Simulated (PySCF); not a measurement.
Input for PySCF: R-HF/STO-3G on CH4OSi (SMILES C[Si]O), a point of a torsion scan.

```python
from pyscf import gto, scf, dft, mp
from pyscf.data.elements import chemcore

mol = gto.M(
    atom='''
    C     0.87153449   -0.05444290    0.04611621
    Si   -0.56326909    1.20550865   -0.19367025
    O    -1.63019772    0.77881302    0.95850428
    H     0.62618300   -1.01235425   -0.41652856
    H     1.79140629    0.29206119   -0.42068930
    H     1.09273440   -0.24615223    1.09929052
    H    -1.53897429    0.06407166    1.59317675
    ''',
    basis='sto-3g',
    charge=0, spin=0, verbose=3, max_memory=1800)
mf = scf.RHF(mol)
mf.conv_tol = 1e-8
mf.max_cycle = 100
mf.kernel()
if not mf.converged:
    mf = mf.newton().run(mf.mo_coeff, mf.mo_occ)
```

It printed:

```
converged SCF energy = -399.151822492061
```

Self-consistency was reached.

Cost: roughly 0.3 core-seconds.
